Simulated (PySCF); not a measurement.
Mg(Cl)(SeH) (ClHMgSe), SMILES [Cl][Mg][SeH]. The structure is a stationary point at ωB97X-D3(BJ)/def2-TZVP. The values are those of a single conformer.

Computed with ωB97X-D3(BJ)/def2-TZVP run with PySCF 2.14.0.

Harmonic wavenumbers (cm⁻¹): 94, 103, 248, 488, 576, 2466. Rotational constants (GHz): 235.9, 0.9519, 0.9480; symmetry number 1.

Task: Work out the zero-point energy and the ideal-gas rigid-rotor harmonic-oscillator thermochemistry at 298.15 K and 1 atm.

Result: ZPE = ½ Σ hcν = ½ × 3974 cm⁻¹ = 5.68 kcal/mol. H − E(el) = 9.54 kcal/mol. Entropy in cal/(mol K): translation 40.72, rotation 24.83, vibration 9.91, total 75.45. G − E(el) = -12.95 kcal/mol. Cp = 15.98 cal/(mol K). Modes under 150 cm⁻¹ make the vibrational entropy uncertain.
